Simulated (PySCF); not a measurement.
This PySCF input asks for the NMR shieldings of SMILES CC([C@H](B)CCC)C, C₇H₁₇B; the geometry comes from GFN2-xTB.

```python
import basis_set_exchange as bse
import numpy as np
from pyscf import gto, dft
from pyscf.prop import nmr

atoms = """
B    -0.619106    0.623754    1.730480
C    -0.300944   -0.317105    0.499868
C     1.009338    0.025691   -0.227349
C     2.233639   -0.245885    0.643772
C     3.526325    0.160781   -0.053943
C    -1.484332   -0.362680   -0.502947
C    -1.917917    1.045145   -0.906444
C    -2.677948   -1.133109    0.057123
H    -0.014230    1.607797    1.914772
H    -1.472520    0.342420    2.479336
H    -0.192017   -1.346555    0.868697
H     1.092554   -0.567039   -1.143409
H     1.009777    1.078382   -0.514350
H     2.274843   -1.309572    0.892205
H     2.136052    0.305688    1.581217
H     3.655030   -0.397385   -0.979353
H     3.509810    1.221310   -0.295955
H     4.385536   -0.030722    0.585026
H    -1.141203   -0.888503   -1.403144
H    -2.251285    1.598142   -0.029900
H    -1.096668    1.590299   -1.364248
H    -2.737160    1.000298   -1.622184
H    -3.454729   -1.219782   -0.700510
H    -2.385327   -2.135629    0.360916
H    -3.098453   -0.621597    0.918151
"""
names = dict.fromkeys(["B", "C", "H"], "pcSseg-1")
basis = {el: gto.basis.parse(bse.get_basis(n, elements=[el], fmt="nwchem")) for el, n in names.items()}
mol = gto.M(atom=atoms, basis=basis, charge=0, verbose=0)
mf = dft.RKS(mol, xc="PBE0")
mf.grids.level = 2
mf.grids.alignment = dft.numint.BLKSIZE   # the property module wants whole blocks of grid points
mf.conv_tol = 1e-9
mf.kernel()

calc = nmr.RKS(mf)   # GIAO
C = mf.mo_coeff
Co = C[:, mf.mo_occ > 0]
resp = mf.gen_response(singlet=True, hermi=2)
def vind(x):   # induced exchange potential for any number of trial vectors
    d = np.einsum("pi,xij,qj->xpq", C, 2 * x.reshape(-1, C.shape[1], Co.shape[1]), Co, optimize=True)
    return np.einsum("xpq,pi,qj->xij", resp(d - d.transpose(0, 2, 1)), C, Co, optimize=True).ravel()
mo1, _ = nmr.rhf.solve_mo1(calc, with_cphf=vind)
sigma = calc.kernel(mo1)
for i, s in enumerate(sigma):   # ppm
    w = np.linalg.eigvalsh((s + s.T) / 2)
    print("%2d %-2s iso %8.1f  s11 %8.1f  s22 %8.1f  s33 %8.1f" % (i, mol.atom_pure_symbol(i), w.mean(), *w))
```

Problem. What are the results?

Solution. 
```
 0 B  iso      2.0  s11    -88.3  s22    -35.2  s33    129.4
 1 C  iso    134.2  s11    107.3  s22    121.1  s33    174.3
 2 C  iso    142.6  s11    119.5  s22    142.7  s33    165.7
 3 C  iso    157.3  s11    143.9  s22    153.7  s33    174.4
 4 C  iso    169.1  s11    157.4  s22    162.0  s33    188.0
 5 C  iso    143.4  s11    119.3  s22    148.0  s33    163.0
 6 C  iso    160.7  s11    143.5  s22    154.8  s33    183.9
 7 C  iso    159.8  s11    137.1  s22    157.0  s33    185.3
 8 H  iso     23.2  s11     12.6  s22     28.2  s33     28.8
 9 H  iso     23.1  s11     13.6  s22     26.4  s33     29.4
10 H  iso     30.3  s11     23.7  s22     33.3  s33     33.8
11 H  iso     30.5  s11     26.1  s22     32.0  s33     33.3
12 H  iso     29.7  s11     25.0  s22     31.5  s33     32.6
13 H  iso     30.5  s11     25.5  s22     30.8  s33     35.3
14 H  iso     30.5  s11     25.9  s22     30.4  s33     35.1
15 H  iso     30.7  s11     26.5  s22     29.1  s33     36.5
16 H  iso     30.7  s11     26.5  s22     29.1  s33     36.4
17 H  iso     30.4  s11     25.8  s22     27.5  s33     38.0
18 H  iso     30.0  s11     26.5  s22     29.9  s33     33.5
19 H  iso     32.0  s11     28.5  s22     30.5  s33     37.1
20 H  iso     30.0  s11     24.9  s22     30.4  s33     34.6
21 H  iso     30.8  s11     26.5  s22     28.2  s33     37.5
22 H  iso     30.5  s11     26.4  s22     28.1  s33     37.0
23 H  iso     30.2  s11     26.1  s22     28.5  s33     36.0
24 H  iso     30.1  s11     26.6  s22     28.4  s33     35.4
```

These numbers come from an equivalent density-fitted implementation of the same equations, which agrees with the script to about 0.01 ppm for H and up to a few tenths of a ppm for heavy atoms, so last digits may differ.

Size and cost of the density-fitted run: 221 basis functions, 2.7 min wall time on 1 thread of an Intel Xeon, shared host; peak memory 1 GiB.
